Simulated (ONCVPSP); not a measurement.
tellurium, ONCV: configuration errors across variants

ONCVPSP 4.0.1 input, shortened (lines: element, Z, core and valence counts, functional; n l f; lmax; l rc ep ncon nbas qcut; lloc lpopt rc5 dvloc0; l nproj debl; icmod fcfact rcfact), PBE, fully relativistic:

```
  Te 52.00    6    5        4      upf
    1    0    2.00
    2    0    2.00
    2    1    6.00
    3    0    2.00
    3    1    6.00
    3    2   10.00
    4    0    2.00
    4    1    6.00
    4    2   10.00
    5    0    2.00
    5    1    4.00
    2
    0    1.50    0.00    4    8    8.40
    1    1.20    0.00    4    7   10.90
    2    1.00    0.00    4    8    9.80
    4    5    0.65    0.00
    0    2    1.90
    1    2    0.70
    2    2    2.50
    0    0.00    0.00
```

Open shells are filled in proportion to 2j + 1.

All-electron excitation energies from the reference (eV): (1) 4s2 4p6 4d10 5s2 5p3 9.750; (2) 4s2 4p6 4d10 5s2 5p2 27.699; (3) 4s2 4p6 4d10 5s2 5p1 54.627; (4) 4s2 4p6 4d9 5s2 5p5 38.195.

2 further variants failed, have other tests or too few solved ones, and are left out.

A true bound ghost makes a file unfit for plane-wave use even where its test errors are small: the radial tests pick states by their node count and pass the ghost by.

Errors AE − PS in meV (a dash: test not solved or not reliable):

```csv
change,(1),(2),(3),(4),bound ghosts,GHOST(+) flags above zero
base,+0.7,+1.8,+3.2,+10,s,p3/2
d: rc 1.04,+0.7,+1.8,+3.2,+10,s,p3/2
s: qcut 4.7,+0.7,+1.9,+3.4,+11,s,p3/2
s: qcut 12; p: qcut 15.6; d: qcut 14,+0.8,+1.9,+3.5,+7.3,s,none
```

(1) Give the same row for: all radii scaled by about 0.85 (s 1.28, p 1.02, d 0.84 bohr); local potential polynomial inside 0.56 bohr (lpopt 5, dvloc0 0 Ha).

Results:

(1) +0.9, +2.3, +4.4, +10; bound ghosts: s; GHOST(+) flags above zero: p3/2, p1/2.
